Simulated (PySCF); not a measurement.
Where the electron goes

Species: C6H8ClF.
Numbering: `[CH2:1]=[CH:2][CH2:3][C:4](=[CH2:5])[C@@H:6]([F:7])[Cl:8]` (hydrogens: H9, H10 on C1; H11 on C2; H12, H13 on C3; H14, H15 on C5; H16 on C6)

Structure used (GFN2-xTB), in Å, numbered top down from 1:
```xyz
16
C6H8ClF angstrom
C      2.4224    0.6736    0.1327
C      1.5392   -0.2721   -0.1244
C      0.3465   -0.5737    0.7368
C     -0.9247   -0.3774   -0.0441
C     -1.7101   -1.3617   -0.4509
C     -1.2315    1.0568   -0.3485
F     -2.2001    1.2020   -1.2864
Cl    -1.8020    1.8810    1.1480
H      2.3446    1.3010    1.0059
H      3.2655    0.8562   -0.5114
H      1.6331   -0.8908   -1.0074
H      0.3962   -1.6105    1.0749
H      0.3455    0.0824    1.6096
H     -1.4773   -2.3894   -0.2334
H     -2.6059   -1.1768   -1.0180
H     -0.3489    1.6084   -0.6946
```

The calculation used PySCF 2.14.0, density-fitted response routines, TDDFT PBE0/def2-SVPD, vertical, gas phase, core orbitals frozen in the response.

Frontier orbitals with the atoms that hold most of them (Löwdin shares over 4%, at most four atoms; ? is withheld):

| orbital | ε (eV) | atoms |
| --- | --- | --- |
| LUMO+2 | 0.72 | C5 13%, C1 11%, Cl8 11%, C6 10% |
| LUMO+1 | 0.19 | C2 27%, C1 26%, Cl8 12%, C6 6% |
| LUMO | -0.94 | C5 22%, C4 19%, Cl8 16%, C6 9% |
| HOMO | ? | ? |
| HOMO-1 | -8.07 | ? |
| HOMO-2 | -8.86 | Cl8 69%, C6 12%, H16 5%, C4 5% |
| HOMO-3 | -9.15 | Cl8 80%, C6 6%, F7 6% |

Which atoms hold the HOMO-1, and with what shares?

C5 (bonded to C and 2 H) 20%; C4 (bonded to 3 C) 20%; C2 (bonded to 2 C and H) 16%; C1 (bonded to C and 2 H) 15%.

Which atoms hold the HOMO, and with what shares?

C1 (bonded to C and 2 H) 23%; C2 (bonded to 2 C and H) 21%; C4 (bonded to 3 C) 17%; C5 (bonded to C and 2 H) 16%.

What is the HOMO energy, and the HOMO–LUMO gap?

ε(HOMO) = -7.84 eV; the gap is 6.90 eV (0.2537 hartree).

How does S1 compare with the orbital gap of 6.90 eV?

S1 is at 5.99 eV (f = 0.089), 0.91 eV below the gap, made of HOMO→LUMO (74%), HOMO-1→LUMO (18%). 

Give energy, strength and leading configuration of S1, S2 and S3, and follow the Löwdin shares of the leading atoms from the occupied to the empty orbital.

- S1 (5.99 eV, f 0.089), HOMO→LUMO (74%): C1 23% → at most 9%, C2 21% → at most 9%, C5 16% → 22%, C4 17% → 19%
- S2 (6.38 eV, f 0.136), HOMO-1→LUMO (73%): C5 20% → 22%, C4 20% → 19%
- S3 (6.58 eV, f 0.045), HOMO-2→LUMO (84%): Cl8 69% → 16%, C6 12% → 9%, C5 at most 5% → 22%, C4 5% → 19%

One conformer stands for the species.
